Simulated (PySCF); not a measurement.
These 2 structures share the formula C9H9Cl. Method: PBE0-D3(BJ)/def2-SVP geometry optimisation, gas phase (PySCF). Energies are electronic, without zero-point or thermal terms, for one conformer each. No frequencies were run at this level. Point groups hold within 0.08 Å.

Question: Order them by energy at this level, lowest first, and give relative energies in kcal/mol.
A. `[CH2:1]=[CH:2][C:3]1=[CH:4][CH:5]=[C:6]([Cl:7])[CH:8]=[CH:9][CH2:10]1` with C1–C2–C3–C4 177°, C3–C4–C5–C6 31°, C5–C6–C8–C9 -33°, C8–C9–C10–C3 71°, C2–C3–C10–C9 112°
B. `[CH2:1]=[CH:2][CH2:3][c:4]1[cH:5][cH:6][c:7]([Cl:8])[cH:9][cH:10]1` with C1–C2–C3–C4 -119°, C2–C3–C4–C5 46°

Answer: B (0.0), A (25.9).

As drawn, the lower has an aromatic ring, which the higher lacks.

| SMILES | E (Eh) | E rel (kcal/mol) | dipole (D) | point group | A, B, C (MHz) |
| --- | --- | --- | --- | --- | --- |
| C=CCc1ccc(Cl)cc1 | -807.61216 | 0.0 | 1.79 | C1 | 3753, 501.6, 452.6 |
| C=CC1=CC=C(Cl)C=CC1 | -807.57082 | 25.9 | 1.80 | C1 | 3300, 604.7, 531.5 |
